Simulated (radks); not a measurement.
Values are calculated unless marked as measured or tabulated.
Q: The beryllium ion Be2+, [He]. Code: a radial shooting solver on a logarithmic mesh with Libxc functionals. Model: non-relativistic Kohn-Sham, r2SCAN, spin-polarised, spherical densities, point nucleus; meta-GGA in the generalised Kohn-Sham scheme. Every spin shell is full or empty, so the densities are truly spherical. Functionals are evaluated on that one density, not self-consistently. Rank these exchange functionals by their error against the exact value of the orbitals, and give that value: LDA, PBE, PBEsol, revPBE, RPBE, PW91, WC, SOGGA, EV93, APBE, TPSS, SCAN, MS2, TASK, MVS.

A: Exact: -2.27270 hartree. From best to worst, with 100 (|E| - |E exact|)/|E exact| (equal figures are ties): RPBE +0.05, APBE -0.07, revPBE -0.18, TPSS +0.21, TASK +0.23, SCAN +0.23, MVS +0.25, MS2 +0.30, PW91 -1.34, PBE -1.65, WC -3.66, EV93 +4.26, PBEsol -6.00, SOGGA -6.22, LDA -14.03.
